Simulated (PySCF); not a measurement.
Job file and geometry (Å, from GFN2-xTB) of an NMR shielding run on SMILES CCc1cccc([O-])c1, [C8H9O]-, GIAO PBE0/pcSseg-1 NMR shielding, non-relativistic, gas phase (PySCF 2.14.0, density-fitted response routines); density fitting, a coarse starting grid and PySCF grid level 2 are the driver's defaults:

```
{"job": {"kind": "nmr", "xc": "PBE0", "basis": "pcSseg-1"}, "charge": -1, "multiplicity": 1}
C      2.452301    -0.230822     0.241378
C      1.620867     0.333326    -0.911851
C      0.143330     0.166250    -0.641336
C     -0.493452    -1.016246    -1.013150
C     -1.843890    -1.168114    -0.725236
C     -2.553656    -0.184766    -0.083633
C     -1.950271     1.046625     0.328416
O     -2.585997     1.957258     0.925548
C     -0.559753     1.156532     0.004240
H      3.522045    -0.117004     0.054183
H      2.232926    -1.288304     0.377622
H      2.202185     0.286925     1.165018
H      1.895157    -0.186351    -1.836578
H      1.861371     1.393314    -1.038019
H      0.056513    -1.800899    -1.522808
H     -2.345059    -2.090038    -1.017565
H     -3.608959    -0.325826     0.127758
H     -0.054418     2.074458     0.289597
```

Problem. Write the output of this run.

Solution. 
```
coarse grid: 15360 points
cycle   1  E = -384.7673116454  dE =  1.473e+00  |g| = 9.211e-01  |ddm| = 4.060e+00
cycle   2  E = -382.1100509159  dE =  2.657e+00  |g| = 2.631e+00  |ddm| = 1.519e+01
cycle   3  E = -384.8290111592  dE = -2.719e+00  |g| = 6.797e-01  |ddm| = 1.515e+01
cycle   4  E = -384.9537878338  dE = -1.248e-01  |g| = 2.200e-01  |ddm| = 8.431e-01
cycle   5  E = -384.9616437549  dE = -7.856e-03  |g| = 1.371e-01  |ddm| = 4.142e-01
cycle   6  E = -384.9665154557  dE = -4.872e-03  |g| = 3.694e-02  |ddm| = 1.721e-01
cycle   7  E = -384.9668149144  dE = -2.995e-04  |g| = 8.045e-03  |ddm| = 4.871e-02
cycle   8  E = -384.9668301315  dE = -1.522e-05  |g| = 2.580e-03  |ddm| = 1.112e-02
cycle   9  E = -384.9668318028  dE = -1.671e-06  |g| = 5.404e-04  |ddm| = 2.854e-03
final grid: 149224 points
cycle  10  E = -385.0313846252  dE = -3.313e-05  |g| = 1.188e-02  |ddm| = 4.820e-02
cycle  11  E = -385.0313167521  dE =  6.787e-05  |g| = 2.169e-02  |ddm| = 3.939e-02
cycle  12  E = -385.0314142408  dE = -9.749e-05  |g| = 2.780e-03  |ddm| = 3.023e-02
cycle  13  E = -385.0314159548  dE = -1.714e-06  |g| = 2.913e-04  |ddm| = 3.722e-03
cycle  14  E = -385.0314159642  dE = -9.334e-09  |g| = 1.929e-04  |ddm| = 4.731e-04
cycle  15  E = -385.0314159742  dE = -1.003e-08  |g| = 4.092e-05  |ddm| = 2.625e-04
cycle  16  E = -385.0314159746  dE = -3.981e-10  |g| = 1.651e-05  |ddm| = 6.253e-05
converged SCF energy = -385.0314159746

GIAO shielding tensors (ppm)
atom      isotropic    diamagn.    paramagn.     s11        s22        s33       span
  0 C      163.942     246.610     -82.667    150.586    155.729    185.512     34.927
  1 C      149.731     245.732     -96.001    128.816    148.725    171.652     42.837
  2 C       40.912     260.354    -219.442    -62.134     20.610    164.261    226.395
  3 C       88.878     251.191    -162.312      4.937    103.960    157.738    152.801
  4 C       55.043     254.828    -199.785    -59.676     62.250    162.555    222.231
  5 C       65.272     254.189    -188.917    -16.241     70.190    141.867    158.108
  6 C        7.136     242.449    -235.313    -59.922    -32.412    113.741    173.663
  7 O      -19.839     404.998    -424.837   -268.550    -98.738    307.770    576.320
  8 C       65.027     251.157    -186.130    -10.344     77.393    128.032    138.376
  9 H       30.873      28.821       2.052     27.032     27.536     38.051     11.020
 10 H       30.637      30.812      -0.174     26.363     30.371     35.178      8.814
 11 H       30.555      30.755      -0.200     26.387     30.125     35.153      8.766
 12 H       29.666      31.343      -1.676     25.864     29.000     34.136      8.272
 13 H       29.677      31.393      -1.716     25.869     28.948     34.215      8.346
 14 H       26.643      34.291      -7.648     23.724     26.323     29.882      6.158
 15 H       25.124      31.170      -6.047     22.455     25.216     27.700      5.245
 16 H       25.875      31.188      -5.313     23.838     25.627     28.160      4.321
 17 H       25.872      34.101      -8.229     23.392     23.959     30.265      6.873
```

Problem. Turn these shieldings into chemical shifts. Chemical shifts δ = σref − σ; 13C (186.93 ppm), 1H (31.72 ppm) vs TMS; H2O for 17O (336.08 ppm), all at this level.

Solution. Averaging equivalent atoms: C 6: 179.8; C 2: 146.0; C 4: 131.9; C 8: 121.9; C 5: 121.7; C 3: 98.0; C 1: 37.2; C 0: 23.0; O 7: 355.9; H 15: 6.59; H 17: 5.84; H 16: 5.84; H 14: 5.07; H 12/13: 2.05; H 9/10/11: 1.03 ppm. Unscaled 17O shifts of doubly bonded oxygen tend to come out too high, by tens of ppm or more. Experimental scales use liquid or dissolved standards, which lie at an offset from isolated H2O (liquid H2O: subtract about 36 ppm).

Size and cost of the density-fitted run: 198 basis functions, 28 s wall time on 1 thread of an x86-64 server CPU, shared host.
